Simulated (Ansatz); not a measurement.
Compare A (`[AlH2][O]C[SiH2]S`) with its isomer B (`C[O][AlH][SiH2]S`).

Program: Ansatz. Geometries: PBE0-D4/def2-TZVP. ΔE: electronic, gas phase. CCSD(T)/CBS is the MP2 limit (def2-TZVPP, def2-QZVPP) plus CCSD(T) − MP2 in def2-TZVPP, frozen cores. Functionals use def2-TZVPP. B3LYP here is the variant with VWN-RPA as its local correlation; programs differ in this. One conformer a species, not always the lowest.

A:

Z-matrix (Å, degrees):
```
C
O 1 1.410
Si 1 1.888 2 108.3
H 1 1.100 2 112.1 3 121.4
H 1 1.096 2 109.6 3 -119.9
Al 2 1.694 1 132.6 3 -116.7
S 3 2.134 1 109.3 2 -58.2
H 3 1.489 1 107.7 2 63.2
H 3 1.486 1 112.3 2 -176.3
H 6 1.583 2 118.2 1 -2.9
H 6 1.576 2 115.6 1 177.1
H 7 1.346 3 91.9 1 42.8
```

B:

```xyz
12

C    -1.269   -1.052   -1.721
O    -0.509   -0.395   -0.746
Al   -0.117   -0.685    0.873
Si    1.305    1.115    1.705
S     1.545    2.471    0.052
H    -0.639   -1.301   -2.581
H    -1.717   -1.980   -1.345
H    -2.075   -0.400   -2.070
H    -0.681   -1.987    1.586
H     0.717    1.845    2.865
H     2.644    0.644    2.164
H     0.795    1.726   -0.780
```

**Question.** Which isomer does CCSD(T)/CBS put lower? Give the gap. (Best estimate.)

**Answer.** The calculation gave: B, by 17.9 kJ/mol.

**Question.** Give E(B) − E(A) in kJ/mol with MP2/def2-TZVPP, HF/def2-TZVPP, CCSD(T)/def2-SVP, BLYP-D4, B3LYP, ωB97M-V, PBE-D4. (An estimate is asked.)

**Answer.** Computed: MP2/def2-TZVPP -11.8, HF/def2-TZVPP -14.9, CCSD(T)/def2-SVP -16.6, BLYP-D4 -16.5, B3LYP -20.8, ωB97M-V -10.6, PBE-D4 -28.0. None reverses the order clearly.

**Question.** Does the order hold for the free energy at 298.15 K (harmonic terms from PBE0-D4)? (Best estimate.)

**Answer.** The calculation gave: Yes: G(B) − G(A) = -11.7 kJ/mol, for one conformer each. Modes under 60 cm⁻¹, often nearly free rotors, make the harmonic entropy too high.

Largest T1 diagnostic: 0.013.

Leaving LDA and LC-ωPBE aside and taking each functional with its dispersion term where it has one, the values spread over 17.5 kJ/mol, from PBE-D4 to ωB97M-V. LDA lies +5.6 kJ/mol from PBE without D4. From BLYP to BHLYP (50 % exact exchange), in def2-TZVPP and without D4, E(B) − E(A) moves by +4.2 kJ/mol.
